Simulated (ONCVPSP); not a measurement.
Configuration tests for O (ONCV)

ONCVPSP 4.0.1 input, shortened (lines: element, Z, core and valence counts, functional; n l f; lmax; l rc ep ncon nbas qcut; lloc lpopt rc5 dvloc0; l nproj debl; icmod fcfact rcfact), LDA (Perdew-Wang 92), scalar-relativistic:

```
  O 8.00    1    2  -001012      upf
    1    0    2.00
    2    0    2.00
    2    1    4.00
    1
    0    0.80    0.00    4    9    9.80
    1    1.70    0.00    3    7   10.10
    4    4    0.55    0.00
    0    2    2.60
    1    2    0.50
    1    0.65    0.00
```

Energies are relative to the spin-unpolarised reference configuration 2s2 2p4; without spin polarisation the order of configurations can differ from experiment.

```json
{"valence configuration": "2s2 2p3", "charge": "+1", "ΔE all-electron (eV)": "16.585", "error AE − PS (meV)": "+34"}
{"valence configuration": "2s0 2p6", "charge": "0", "ΔE all-electron (eV)": "29.231", "error AE − PS (meV)": "+69"}
```

Q: What are ΔE and the potential's error for 2s2 2p1?

A: ΔE = 104.268 eV all-electron; the error (AE − PS) is +1007 meV.

Q: What are ΔE and the potential's error for 2s2 2p2?

A: ΔE = 50.297 eV all-electron; the error (AE − PS) is +266 meV.
